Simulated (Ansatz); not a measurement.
Ansatz (a quantum-chemistry and plane-wave program) input (B3LYP-D3(BJ)/def2-TZVP):

Ansatz 0.2 input:
```yaml
crystal:
  periodic: [false, false, false]
  atoms:
    - {symbol: Si, position_ang: [0.03035872, -0.41675611, -0.39116171]}
    - {symbol: O, position_ang: [-0.88337281, -1.36163252, -1.20736821]}
    - {symbol: O, position_ang: [1.63498953, -0.53036720, -0.60216104]}
    - {symbol: N, position_ang: [-0.37615312, 1.29568200, -0.62437429]}
    - {symbol: N, position_ang: [-0.24689095, -0.54041221, 1.35781136]}
    - {symbol: H, position_ang: [2.20749089, 0.03955609, -0.09568699]}
    - {symbol: H, position_ang: [0.00904069, 1.73636332, -1.44441824]}
    - {symbol: H, position_ang: [-1.34704635, 1.54524582, -0.53073091]}
    - {symbol: H, position_ang: [-1.20246637, -0.47897142, 1.66855701]}
    - {symbol: H, position_ang: [0.21494737, -1.30106868, 1.82999536]}
basis:
  gaussian:
    orbitals: def2-TZVP
hamiltonian:
  xc: b3lyp
  dispersion: d3bj
magnetization: {spin_polarized: true, initial_magnetization: 1}
relax: {f_tol: 0.002, max_steps: 150}
```

End of the output:

```
the calculation of the forces begins
reference -15039.82065435 eV, -552.7032146908 hartree; 25, 24 occupied and 166, 167 virtual orbitals, 1093 factors
relax step  70: F+E_penalty+E_count = -15040.16454339 eV  Δ(F+E_penalty+E_count) = -2.935e-6 eV  max|allowed force component| = 2.595e-3 eV/Å  Δτ_max = 0.0016 Å  (38 SCF iters, accepted)
these checks for a lower state are left out or cut short: starts, cluster_reference, orbital_swaps, neighbouring_geometries, increment
integrals: 0.10 GiB planned
1093 factors; their error is unknown
mean field: 1.24 GiB planned
mean field -15039.82040859 eV, -552.7032056593 hartree, gradient 2.2e-5 eV, S^2 0.757377; 0 other end points of the search recorded, 0 dependent functions left out
the calculation of the forces begins
reference -15039.82065991 eV, -552.7032148950 hartree; 25, 24 occupied and 166, 167 virtual orbitals, 1093 factors
relax step  71: F+E_penalty+E_count = -15040.16454461 eV  Δ(F+E_penalty+E_count) = -1.223e-6 eV  max|allowed force component| = 1.238e-3 eV/Å  Δτ_max = 0.0006 Å  (36 SCF iters, accepted)
integrals: 0.10 GiB planned
1093 factors; their error is unknown
mean field: 1.24 GiB planned
mean field evaluation 672: about -15039.8202 eV, gradient 2.5e-1 eV
mean field -15039.82040859 eV, -552.7032056593 hartree, gradient 2.1e-5 eV, S^2 0.757377; 3 other end points of the search recorded, 0 dependent functions left out
the calculation of the forces begins
reference -15039.82065991 eV, -552.7032148950 hartree; 25, 24 occupied and 166, 167 virtual orbitals, 1093 factors
Total energy: -15040.16479593 eV, -552.7158616605 hartree
Atom 0 at     0.070511    -0.256076    -0.200198 Å, force    -0.000216     0.000048     0.000243 eV/Å
Atom 1 at    -0.755516    -1.480449    -0.868632 Å, force     0.000038     0.000358     0.000055 eV/Å
Atom 2 at     1.710682    -0.308936    -0.182832 Å, force    -0.000686     0.000496     0.001238 eV/Å
Atom 3 at    -0.449038     1.209738    -0.878810 Å, force     0.000398    -0.000333    -0.000307 eV/Å
Atom 4 at    -0.329085    -0.524248     1.459616 Å, force     0.000244    -0.000030    -0.000527 eV/Å
Atom 5 at     2.162938    -0.385258    -1.025891 Å, force     0.000743    -0.000414    -0.001088 eV/Å
Atom 6 at     0.076231     2.066329    -0.835419 Å, force    -0.000063    -0.000125     0.000088 eV/Å
Atom 7 at    -1.363732     1.320865    -1.281756 Å, force    -0.000376     0.000233    -0.000088 eV/Å
Atom 8 at    -1.288934    -0.473458     1.765763 Å, force    -0.000570     0.000083     0.000248 eV/Å
Atom 9 at     0.206840    -1.180869     2.008623 Å, force     0.000488    -0.000315     0.000138 eV/Å
Dipole moment:     0.015391     0.426415     0.139703 e Å
```

It need not be the lowest isomer of its formula.
